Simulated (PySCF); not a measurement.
## Radial density of Al²⁺ (aluminium, charge +2)

UHF, [Ne] 3s1, 2S determinant. All numbers are calculated (PySCF 2.14, the spin-free X2C one-electron Hamiltonian (Gaussian nucleus), in x2c-TZVPall (5s5p2d1f, 37 functions)).

```tsv
r (bohr)	4πr²ρ (e/bohr)	4πr²(ρα − ρβ)
0.00227	0.09513	0.0002
0.00382	0.2554	0.0006
0.00643	0.6560	0.0016
0.0108	1.626	0.0039
0.0182	3.740	0.0089
0.0306	7.600	0.0176
0.0515	12.47	0.0269
0.0866	14.52	0.0231
0.146	10.73	0.0014
0.245	8.757	0.0306
0.412	12.58	0.1035
0.693	8.826	0.0061
1.17	1.881	0.1779
1.96	0.5887	0.5398
3.30	0.1784	0.1784
5.55	0.002135	0.0021
```

Densities and radii are taken from the X2C orbitals without a picture-change correction, which distorts them close to the nucleus.
